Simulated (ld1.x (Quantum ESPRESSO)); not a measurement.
## Br (Z = 35), TM: configuration errors across variants

```
Element                 : Br
Generator               : ld1.x (Quantum ESPRESSO) 7.5
Type                    : norm-conserving Troullier–Martins (Kleinman–Bylander form)
Functional              : PBEsol
Relativity              : scalar-relativistic
Frozen core             : [Ar] 3d10
Valence charge          : 7
Reference configuration : 4s2 4p5
Partial waves           : 4p (bound): rc 1.40 bohr; 4s (bound): rc 1.20 bohr
Local potential         : the s channel
Core correction         : none
```

All-electron excitation energies from the reference (eV): (1) 4s2 4p4 12.553; (2) 4s2 4p3 35.325; (3) 4s2 4p2 69.334; (4) 4s1 4p5 25.561; (5) 4s2 4p4.5 5.073; (6) 4s2 4p5.3 -1.962; (7) 4s2 4p1 115.399.

A true bound ghost makes a file unfit for plane-wave use even where its test errors are small: the radial tests pick states by their node count and pass the ghost by.

Errors AE − PS in meV (a dash: test not solved or not reliable):

```tsv
change	(1)	(2)	(3)	(4)	(5)	(6)	(7)	bound ghosts
base	-7.8	-31	-63	-11	-2.2	-0.1	-71	p
all radii scaled by about 0.76 (s 0.92, p 1.06 bohr)	-1.4	+11	+85	-21	-0.8	-0.1	+315	p
all radii scaled by about 0.92 (s 1.10, p 1.28 bohr)	-17	-69	-130	-49	-4.3	-0.7	-128	p
all radii scaled by about 1.03 (s 1.24, p 1.44 bohr)	-6.7	-26	-53	-8.2	-1.9	0.0	-60	p
all radii scaled by about 1.13 (s 1.36, p 1.58 bohr)	-5.1	-19	-38	-4.4	-1.6	+0.1	-46	none
all radii scaled by about 1.23 (s 1.48, p 1.72 bohr)	-5.2	-20	-40	-4.7	-1.6	+0.1	-50	none
all radii scaled by about 1.28 (s 1.54, p 1.78 bohr)	-5.5	-21	-43	-5.3	-1.7	+0.1	-54	p
all radii scaled by about 1.35 (s 1.62, p 1.90 bohr)	-7.6	-31	-64	-11	-2.1	0.0	-80	p
```

Q: Give the same row for: all radii scaled by about 0.85 (s 1.02, p 1.20 bohr).

A: -9.9, -35, -48, -38, -2.7, -0.4, +19; bound ghosts: p.
